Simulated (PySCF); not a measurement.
# Spin-rotation constants: `N#C/C=C/N1CCCC1`, C7H10N2

Geometry (Å), atoms numbered from 1 in this order:
```xyz
19

N     4.913   -0.352   -0.161
C     3.786   -0.384    0.069
C     2.423   -0.431    0.360
C     1.514    0.133   -0.467
N     0.184    0.152   -0.285
C    -0.746    0.746   -1.220
C    -2.088    0.130   -0.831
C    -1.948   -0.029    0.682
C    -0.487   -0.447    0.849
H     2.145   -0.938    1.272
H     1.854    0.624   -1.370
H    -0.770    1.838   -1.096
H    -0.462    0.522   -2.251
H    -2.931    0.755   -1.116
H    -2.201   -0.848   -1.302
H    -2.637   -0.763    1.094
H    -2.123    0.928    1.174
H    -0.057   -0.087    1.789
H    -0.380   -1.539    0.817
```

Computed, not measured: GIAO B3LYP/pcSseg-1 magnetisability, rotational g tensor and spin-rotation constants, non-relativistic, gas phase in PySCF 2.14.0. Geometry: GFN2-xTB.

Give the nuclear spin-rotation constants along the inertial axes (H = +C I·J) beside the isotropic shieldings.

Rotational constants 6.0274, 0.7289, 0.6658 GHz. A star marks the isotopologue with that one atom substituted, in its own axes.
| atom | isotope | Caa (kHz) | Cbb (kHz) | Ccc (kHz) | mean (kHz) | σ (ppm) |
| --- | --- | --- | --- | --- | --- | --- |
| N1 | 14N | 0.365 | 0.139 | 0.156 | 0.220 | -41.2 |
| N5 | 14N | 0.345 | 0.077 | 0.050 | 0.158 | 145.0 |
| H10 | 1H | -0.605 | 0.042 | -0.082 | -0.215 | 28.2 |
| H11 | 1H | -0.486 | 0.063 | -0.076 | -0.166 | 24.9 |
| H12 | 1H | -0.630 | -0.065 | 0.020 | -0.225 | 28.3 |
| H13 | 1H | -0.582 | -0.004 | -0.043 | -0.210 | 28.4 |
| H14 | 1H | -0.043 | -0.065 | -0.066 | -0.058 | 29.9 |
| H15 | 1H | -0.647 | -0.084 | 0.020 | -0.237 | 29.9 |
| H16 | 1H | -0.368 | -0.036 | -0.054 | -0.152 | 29.7 |
| H17 | 1H | -0.628 | -0.079 | 0.014 | -0.231 | 29.9 |
| H18 | 1H | -0.492 | -0.032 | -0.032 | -0.185 | 28.8 |
| H19 | 1H | -0.575 | -0.063 | 0.006 | -0.211 | 28.8 |
| C2 | 13C* | 0.194 | 0.316 | 0.305 | 0.272 | 58.5 |
| C3 | 13C* | 1.749 | 0.184 | 0.086 | 0.673 | 115.1 |
| C4 | 13C* | 2.539 | 0.336 | 0.124 | 1.000 | 27.9 |
| C6 | 13C* | 1.077 | 0.140 | 0.161 | 0.459 | 126.5 |
| C7 | 13C* | 0.971 | 0.112 | 0.125 | 0.403 | 151.2 |

For the geometry as given, no vibrational averaging.
